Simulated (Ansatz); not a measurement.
Program: Ansatz. Geometries: PBE0-D4/def2-TZVP. ΔE: electronic, gas phase. CCSD(T)/CBS is the MP2 limit (def2-TZVPP, def2-QZVPP) plus CCSD(T) − MP2 in def2-TZVPP, frozen cores. This one scheme is used for every species, atoms too. DFT in def2-TZVPP. No spin–orbit coupling; open shells (•) take unrestricted orbitals. Elements past krypton have def2 core potentials. For Sb outer-core shells are correlated without core-valence functions, so the limit isn't a true one: a few kJ/mol of doubt a bond, and 10 to 20 or more in all where bonds break to atoms.

Reaction (homolysis of the C–H bond): `[CH3][SbH][CH3]` → `[CH2][SbH][CH3]`• + H•

(1) What is ΔE at CCSD(T)/CBS? (Best estimate.)

(2) What do these levels give: LDA (SPW92), revPBE-D4, BLYP-D4, B2PLYP, r2SCAN, CAM-B3LYP? (An estimate is asked.)

Largest T1 diagnostic among the species: 0.015.

## Answers

(1) The calculation gave: +460.1 kJ/mol.

(2) Ansatz gave: LDA (SPW92) 491.1, revPBE-D4 438.4, BLYP-D4 443.7, B2PLYP 449.8, r2SCAN 435.9, CAM-B3LYP 450.3 kJ/mol.

Leaving LDA and LC-ωPBE aside and taking each functional with its dispersion term where it has one, the values, not all of them listed here, spread over 21.7 kJ/mol, from r2SCAN-D4 to ωB97M-V. LDA lies +49.5 kJ/mol from PBE without D4, its usual overbinding. In def2-TZVPP, CCSD(T) changes the Hartree–Fock value by +106.3 kJ/mol (the triples alone add +3.8 kJ/mol) and MP2 by +109.0 kJ/mol; breaking electron pairs costs correlation energy, which Hartree–Fock lacks. At CCSD(T), def2-SVP lies −16.7 kJ/mol from the extrapolated value and def2-TZVPP −8.1 kJ/mol: correlation converges slowly with the basis, and small sets miss more of it in the bonded molecule than in its fragments.
